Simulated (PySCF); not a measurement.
C3H6BFO2.

```xyz
13

C     -1.6721    -1.0288     0.0572
C     -1.2081     0.2224     0.0205
C     -2.0056     1.4561     0.3211
O      0.0782     0.5463    -0.3492
B      1.2122    -0.1717    -0.1290
O      2.3628     0.2600    -0.7014
F      1.2174    -1.2703     0.6432
H     -1.0414    -1.8877    -0.1779
H     -2.7115    -1.2096     0.3369
H     -1.5475     2.0068     1.1585
H     -3.0430     1.2056     0.5791
H     -2.0012     2.1266    -0.5529
H      3.1141    -0.2993    -0.4764
```

Coordinates come from a ωB97X-D3(BJ)/def2-SVP optimisation. The values are those of a single conformer.

All values below come from PBE/pcSseg-1 in PySCF. Non-relativistic, no solvent.

Computed absolute GIAO shielding of each atom: isotropic value and principal components (ppm):
```tsv
atom	σ(iso)	σ11	σ22	σ33	span
C1	82.3	-11.0	111.8	146.1	157.0
C2	19.3	-89.0	57.2	89.6	178.6
C3	155.5	136.6	147.0	182.9	46.3
O4	153.3	72.3	140.3	247.3	175.0
B5	80.4	68.2	78.7	94.2	26.0
O6	232.9	151.8	263.4	283.4	131.6
F7	288.6	169.0	317.1	379.6	210.6
H8	26.6	23.4	25.6	30.9	7.5
H9	26.6	24.7	25.2	30.0	5.3
H10	29.3	26.0	27.8	34.2	8.2
H11	29.6	25.8	28.5	34.3	8.5
H12	29.1	25.8	27.4	34.2	8.4
H13	27.9	21.9	24.4	37.5	15.6
```
